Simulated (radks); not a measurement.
Question: Ru XVI, configuration [Ar] 3d10 4s1. Calculated with a radial shooting solver on a logarithmic mesh with Libxc functionals: Dirac Kohn-Sham, BLYP, spin-unpolarised, spherical densities, finite nucleus; Fermi nuclear charge, rms radius 4.4809 fm.

Spin-orbit splittings of the eigenvalues, e(l+1/2) - e(l-1/2), with zeta = 2 splitting/(2l+1) and mean radii in bohr:

| shell | occ. | splitting (eV) | zeta (eV) | <r> j=l-1/2 | <r> j=l+1/2 |
|---|---|---|---|---|---|
| 2p | 6 | ? | ? | 0.1235 | 0.1282 |
| 3p | 6 | 22.85 | 15.23 | 0.3906 | 0.4007 |
| 3d | 10 | 4.535 | 1.814 | 0.3729 | 0.3761 |
| 4p | 0 | 5.618 | 3.745 | 0.9077 | 0.9236 |

Estimate the 2p splitting.

Answer: 131.3 eV (zeta = 87.56 eV).
